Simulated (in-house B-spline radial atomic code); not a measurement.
Configurations of the niobium ion Nb²⁺, with energies counted from [Kr] 4d3. All numbers are computed (scalar-relativistic (X2C) wB97X, spin-polarised, spherical fractional occupations, exact exchange averaged over the configuration; Fermi nucleus of rms radius 4.324 fm) with an all-electron radial atomic-structure program (B-spline basis), not measured. Shells without spins written out take the highest spin.

Occupations are held fixed; configurations that lie above the ionisation limit could autoionise.

```tsv
configuration	E - E(ref) (eV)	highest orbital	its <r> (bohr)
[Ar] 3d10 4s2 4p5 4d3 5p1	40.18	5p up	3.443
[Ar] 3d10 4s2 4p5 4d3 4f1	49.021	4f up	5.212
[Ar] 3d10 4s2 4p5 4d3 5f1	51.777	5f up	9.195
[Ar] 3d9 4s2 4p6 4d4	202.46	4d up	1.688
```

(1) Order these further configurations by energy, lowest first.
A. [Kr] 4d2 5s1
B. [Ar] 3d10 4s2 4p5 4d4
C. [Ar] 3d10 4s2 4p5 4d3 5s1
D. [Ar] 3d9 4s2 4p6 4d3 5s1
E. [Ar] 3d9 4s2 4p6 4d3 5f1

Results:

(1) A (3.4563 eV), B (30.383 eV), C (34.99 eV), D (207.65 eV), E (224.67 eV).
